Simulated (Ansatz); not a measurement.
Relaxation of C2H7BFGa (12 atoms, charge 0, multiplicity 1), to a largest force component of 0.02 eV/Å in at most 50 steps.

Method: RKS BHLYP-D4/def2-SVP in Ansatz.

```xyz
12
Properties=species:S:1:pos:R:3
B -2.422 -0.368 0.166
Ga -0.592 -0.803 1.354
C 0.884 0.167 0.504
C 1.133 0.401 -0.979
F 1.112 -0.836 -1.642
H -2.210 0.814 0.413
H -2.008 -0.815 -0.822
H -0.637 -1.325 1.522
H 0.831 1.157 1.085
H 1.803 -0.381 0.931
H 0.176 0.966 -1.328
H 2.008 0.968 -1.169
```

Task: Where does it end, and by what steps?

Result: It converged. The force dipped under the threshold on the way, but the program's further checks kept it going. After 36 steps the energy has fallen by 59.387 eV; H11 moved furthest, 1.42 Å. The start is strongly strained (largest force component 278 eV/Å).

```csv
step,energy less start (eV),largest force component (eV/Å),accepted
0,0.0000,278.116,yes
2,-53.0786,22.776,yes
4,-58.4603,2.644,yes
6,-59.2295,0.475,yes
8,-59.2925,0.372,yes
10,-59.3180,0.111,yes
12,-59.3221,0.041,yes
14,-59.3319,0.124,yes
16,-59.3471,0.288,yes
18,-59.3156,0.694,no
20,-59.3722,0.221,yes
22,-59.3815,0.098,yes
24,-59.3762,0.270,no
26,-59.3841,0.055,yes
28,-59.3851,0.069,yes
30,-59.3824,0.231,no
32,-59.3862,0.015,yes
34,-59.3865,0.028,yes
36,-59.3866,0.019,yes
```

```xyz
12
Properties=species:S:1:pos:R:3
B -2.506 -0.239 0.255
Ga -0.521 -0.748 0.622
C 0.953 0.631 0.506
C 1.513 0.268 -0.841
F 0.622 -0.672 -1.434
H -3.227 0.187 1.117
H -3.001 -0.342 -0.834
H -0.066 -2.158 1.149
H 0.569 1.653 0.533
H 1.690 0.515 1.303
H 1.574 1.093 -1.553
H 2.476 -0.241 -0.791
```

Whether the end is a true minimum wasn't checked by a vibrational analysis.

Time of the run: 2.1 min on 2 threads of AMD EPYC 7R13 Processor (Zen 3), on a shared host, peak memory 0.34 GiB.
